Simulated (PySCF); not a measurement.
TeF4, SMILES F[Te](F)(F)F.

Geometry: PBE0-D3(BJ)/def2-SVP. The geometry has at least one imaginary mode, so it is a saddle point at that level. The isomer is the one that the SMILES or the coordinates give; other isomers of the formula were not compared. The def2 effective core potentials stand for the cores of Te; spin–orbit coupling is left out.

Computed with TDDFT-PBE/def2-SVPD run with PySCF.

Vertical excitations; the highest root listed may be one member of a degenerate set. The molecule is in vacuum. State labels are in the subgroup C2v.

**Question.** List the lowest excited states. (Estimate from the structure and the level; the computed values follow.)

**Answer.** 
```json
[
 {"state": "S1", "symmetry": "A2", "energy (eV)": "5.80", "λ (nm)": "214", "f": "0.000", "main pairs": "HOMO−1→LUMO 100 %"},
 {"state": "S2", "symmetry": "A1", "energy (eV)": "5.97", "λ (nm)": "208", "f": "0.044", "main pairs": "HOMO→LUMO 98 %"},
 {"state": "S3", "symmetry": "B2", "energy (eV)": "6.50", "λ (nm)": "191", "f": "0.001", "main pairs": "HOMO−3→LUMO, HOMO−1→LUMO+1 (degenerate set)"},
 {"state": "S4", "symmetry": "B1", "energy (eV)": "6.50", "λ (nm)": "191", "f": "0.001", "main pairs": "HOMO−4→LUMO, HOMO−1→LUMO+2 (degenerate set)"},
 {"state": "S5", "symmetry": "A2", "energy (eV)": "6.66", "λ (nm)": "186", "f": "0.000", "main pairs": "HOMO−2→LUMO 87 %"},
 {"state": "S6", "symmetry": "B1", "energy (eV)": "6.76", "λ (nm)": "183", "f": "0.000", "main pairs": "HOMO−1→LUMO+2, HOMO→LUMO+1, HOMO−4→LUMO (degenerate set)"},
 {"state": "S7", "symmetry": "B2", "energy (eV)": "6.76", "λ (nm)": "183", "f": "0.000", "main pairs": "HOMO−1→LUMO+1, HOMO→LUMO+2, HOMO−3→LUMO (degenerate set)"},
 {"state": "S8", "symmetry": "B1", "energy (eV)": "7.05", "λ (nm)": "176", "f": "0.012", "main pairs": "HOMO−6→LUMO, HOMO→LUMO+1 (degenerate set)"},
 {"state": "S9", "symmetry": "B2", "energy (eV)": "7.05", "λ (nm)": "176", "f": "0.012", "main pairs": "HOMO−5→LUMO, HOMO→LUMO+2 (degenerate set)"},
 {"state": "S10", "symmetry": "B1", "energy (eV)": "7.31", "λ (nm)": "170", "f": "0.025", "main pairs": "HOMO−2→LUMO+2 75 %"},
 {"state": "T1", "symmetry": "A1", "energy (eV)": "5.35", "λ (nm)": "232", "f": "0", "main pairs": "HOMO→LUMO 100 %"},
 {"state": "T2", "symmetry": "A2", "energy (eV)": "5.50", "λ (nm)": "225", "f": "0", "main pairs": "HOMO−1→LUMO 99 %"},
 {"state": "T3", "symmetry": "A2", "energy (eV)": "6.04", "λ (nm)": "205", "f": "0", "main pairs": "HOMO−2→LUMO 98 %"},
 {"state": "T4", "symmetry": "B2", "energy (eV)": "6.08", "λ (nm)": "204", "f": "0", "main pairs": "HOMO→LUMO+2 58 %, HOMO−3→LUMO 39 %"}
]
```
Triplets are in the Tamm–Dancoff approximation, which puts them higher than full response would, so one can lie above its singlet here.
